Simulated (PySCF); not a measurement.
## Structure from NMR data

The spectra below were simulated for a compound C$_{6}$H$_{10}$O$_{2}$S.

¹H NMR (400 MHz, computed): δ 2.32 (m, 2H), 2.25 (m, 4H), 1.41 (m, 4H).

¹³C{¹H} NMR (computed): δ 56.4 (CH, 2C), 28.4 (CH2, 4C).

Level of theory: PBE0-D3(BJ)/def2-SVP geometry, σ from GIAO-KT3/pcSseg-1, in PySCF (no solvent, a single conformation, fast rotation and ring inversion assumed for equivalent nuclei, relativity neglected).

Shifts are taken against calculated references (same method and geometry level): TMS for ¹H (σ = 31.32 ppm) and ¹³C (σ = 182.31 ppm).

Q: Propose a structure and justify it.

A: 
- Rings plus π bonds: 2.
- 2 carbon signals for 6 carbons: some carbons are equivalent by symmetry or fast rotation.
- Carbon types of the structure: 2 × CH, 4 × CH2, which accounts for all hydrogens.
- δC 56.4: sp3 CH bonded to S.
- δC 28.4: sp3 CH2 in a ring; a saturated carbon with 2 carbon neighbours and no heteroatom attached.
- δH 2.32: hydrogen on an sp3 CH bonded to S.
- δH 2.25, 1.41: hydrogen on an sp3 CH2 in a ring.

The compound is `InChI=1S/C6H10O2S/c7-9(8)5-1-2-6(9)4-3-5/h5-6H,1-4H2/t5-,6+`.

The data come from this structure; uniqueness wasn't tested.

Shifts are as computed, not scaled to solution data. Of 1211 compounds with measured shifts, 218 miss one by over three times the rms of a fit or turn the order of signals round; such compounds aren't used in these exercises. No couplings were computed; multiplicities are counted from neighbouring protons, with m where these are inequivalent, close in shift, in a saturated or five-membered ring or joined by F or P, and br s for small geminal =CH2 splittings.
